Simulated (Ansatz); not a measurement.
Computed with Ansatz.

Basis-set series for `C[BH][AlH][CH3]`. Total charge 0; spin multiplicity 1. Geometry: relaxed with PBE0-D4/def2-TZVP. It is one conformer, not always the lowest.

```tsv
functional	basis	functions	energy (Eh)	HOMO (eV)	LUMO (eV)
PBE0-D4	def2-SVP	100	-347.86173	-6.74	-1.52
PBE0-D4	def2-QZVPP	481	-348.07565	-6.77	-1.61
ωB97M-V	def2-SVP	100	-348.01088	-8.84	0.49
ωB97M-V	def2-QZVPP	481	-348.23336	-8.90	0.23
```

**Question.** Give the rows for def2-TZVPP. (Best estimate.)

**Answer.** The calculation gave: 
```csv
functional,basis,functions,energy (Eh),HOMO (eV),LUMO (eV)
PBE0-D4,def2-TZVPP,247,-348.06168,-6.77,-1.59
ωB97M-V,def2-TZVPP,247,-348.21971,-8.90,0.31
```

Positive LUMOs are unbound and depend on the basis.
